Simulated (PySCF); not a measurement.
Atomic charges against the basis set

C4H4N2Si.
Geometry (PBE0-D3(BJ)/def2-SVP, Å), atoms numbered from 1 in this order:
```xyz
11
C4H4N2Si angstrom
N      5.1198    1.2717   -0.0409
C      4.0347    0.8567    0.0119
C      2.7562    0.3604    0.0778
C      1.6207   -0.0768    0.1357
C      0.3042   -0.6453    0.2306
N     -0.7265   -0.0152   -0.1542
Si    -2.3681   -0.6457   -0.0711
H      0.2890   -1.6687    0.6650
H     -3.1635    0.2907    0.7702
H     -2.4021   -2.0248    0.5181
H     -2.9074   -0.6681   -1.4589
```

PBE0 throughout (PySCF), one geometry, spherical d and f functions. Isolated species at its PBE0-D3(BJ)/def2-SVP geometry, gas phase. The first 7 of 9 kinds of atom are listed.

Mulliken charges (e):

| basis | functions | N1 | C2 | C3 | C4 | C5 | N6 | Si7 |
| --- | --- | --- | --- | --- | --- | --- | --- | --- |
| STO-3G | 43 | -0.153 | +0.079 | -0.028 | +0.020 | +0.015 | -0.359 | +0.644 |
| 6-31G | 75 | -0.144 | +0.026 | -0.062 | +0.022 | +0.099 | -0.525 | +0.677 |
| pcSseg-0 | 75 | -0.328 | +0.186 | -0.084 | +0.054 | +0.152 | -0.740 | +0.688 |
| 6-31G* | 110 | -0.306 | -0.048 | +0.377 | -0.009 | -0.062 | -0.416 | +0.465 |
| cc-pVDZ | 122 | -0.089 | -0.345 | +0.342 | +0.210 | -0.087 | -0.280 | +0.338 |
| def2-SVP | 122 | +0.039 | -0.081 | +0.026 | -0.009 | +0.012 | -0.308 | +0.463 |
| aug-cc-pVDZ | 201 | -0.329 | -0.734 | +1.172 | -0.036 | +0.831 | -0.823 | -0.355 |
| 6-311+G(2d,p) | 221 | -0.222 | -0.462 | +0.525 | -0.080 | +0.080 | -0.402 | +0.587 |
| def2-TZVP | 247 | +0.027 | -0.256 | +0.276 | +0.045 | -0.170 | -0.256 | +0.263 |
| cc-pVTZ | 270 | -0.115 | +0.005 | +0.311 | -0.111 | -0.119 | -0.230 | +0.247 |
| IGLO-III | 294 | -0.311 | +0.104 | +0.130 | +0.003 | +0.110 | -0.504 | +0.882 |
| pcSseg-2 | 315 | -0.112 | +0.085 | -0.104 | +0.141 | +0.035 | -0.394 | +0.684 |

IAO charges (e):

```json
{"basis": "STO-3G", "functions": "43", "N1": "-0.121", "C2": "+0.071", "C3": "-0.052", "C4": "+0.034", "C5": "-0.051", "N6": "-0.378", "Si7": "+0.722"}
{"basis": "6-31G", "functions": "75", "N1": "-0.184", "C2": "+0.136", "C3": "-0.040", "C4": "+0.040", "C5": "+0.012", "N6": "-0.445", "Si7": "+0.576"}
{"basis": "pcSseg-0", "functions": "75", "N1": "-0.180", "C2": "+0.133", "C3": "-0.047", "C4": "+0.042", "C5": "+0.017", "N6": "-0.448", "Si7": "+0.571"}
{"basis": "6-31G*", "functions": "110", "N1": "-0.186", "C2": "+0.143", "C3": "-0.047", "C4": "+0.036", "C5": "+0.041", "N6": "-0.486", "Si7": "+0.715"}
{"basis": "cc-pVDZ", "functions": "122", "N1": "-0.177", "C2": "+0.137", "C3": "-0.050", "C4": "+0.034", "C5": "+0.037", "N6": "-0.476", "Si7": "+0.706"}
{"basis": "def2-SVP", "functions": "122", "N1": "-0.176", "C2": "+0.134", "C3": "-0.050", "C4": "+0.039", "C5": "+0.038", "N6": "-0.479", "Si7": "+0.723"}
{"basis": "aug-cc-pVDZ", "functions": "201", "N1": "-0.190", "C2": "+0.146", "C3": "-0.050", "C4": "+0.038", "C5": "+0.038", "N6": "-0.489", "Si7": "+0.710"}
{"basis": "6-311+G(2d,p)", "functions": "221", "N1": "-0.191", "C2": "+0.147", "C3": "-0.050", "C4": "+0.038", "C5": "+0.039", "N6": "-0.499", "Si7": "+0.744"}
{"basis": "def2-TZVP", "functions": "247", "N1": "-0.190", "C2": "+0.147", "C3": "-0.050", "C4": "+0.037", "C5": "+0.041", "N6": "-0.501", "Si7": "+0.754"}
{"basis": "cc-pVTZ", "functions": "270", "N1": "-0.188", "C2": "+0.146", "C3": "-0.050", "C4": "+0.036", "C5": "+0.040", "N6": "-0.496", "Si7": "+0.738"}
{"basis": "IGLO-III", "functions": "294", "N1": "-0.191", "C2": "+0.147", "C3": "-0.050", "C4": "+0.038", "C5": "+0.039", "N6": "-0.500", "Si7": "+0.752"}
{"basis": "pcSseg-2", "functions": "315", "N1": "-0.191", "C2": "+0.148", "C3": "-0.050", "C4": "+0.038", "C5": "+0.040", "N6": "-0.500", "Si7": "+0.751"}
```

Which scheme is steadiest as the basis changes?

Largest range over the bases for any column: IAO 0.18 e, Mulliken 1.28 e. IAO charges move least and Mulliken charges most, counted in e. Without the minimal STO-3G basis the ranges are IAO 0.18, Mulliken 1.28 e.

How much do the charges still move between the two largest bases, IGLO-III and pcSseg-2?

At most, over all atoms: Mulliken 0.235 e, IAO 0.001 e.

What do the same runs give for the total energy, the frontier levels and the dipole moment?

| basis | energy (Eh) | HOMO (eV) | LUMO (eV) | μ (D) |
| --- | --- | --- | --- | --- |
| STO-3G | -546.6107 | -5.09 | 0.28 | 4.86 |
| 6-31G | -553.1444 | -7.75 | -2.63 | 4.72 |
| pcSseg-0 | -552.3334 | -7.93 | -2.93 | 5.03 |
| 6-31G* | -553.2604 | -7.95 | -2.75 | 4.26 |
| cc-pVDZ | -553.2975 | -7.96 | -2.82 | 4.09 |
| def2-SVP | -552.9966 | -8.04 | -2.92 | 4.23 |
| aug-cc-pVDZ | -553.3113 | -8.14 | -3.02 | 4.35 |
| 6-311+G(2d,p) | -553.3666 | -8.20 | -3.06 | 4.37 |
| def2-TZVP | -553.3915 | -8.16 | -3.03 | 4.28 |
| cc-pVTZ | -553.3840 | -8.13 | -2.99 | 4.23 |
| IGLO-III | -553.3935 | -8.19 | -3.06 | 4.34 |
| pcSseg-2 | -553.3959 | -8.18 | -3.05 | 4.38 |

The dipole is fixed by the density alone, so its range of 0.94 D shows that the density itself changes with the basis, not only its division among atoms.
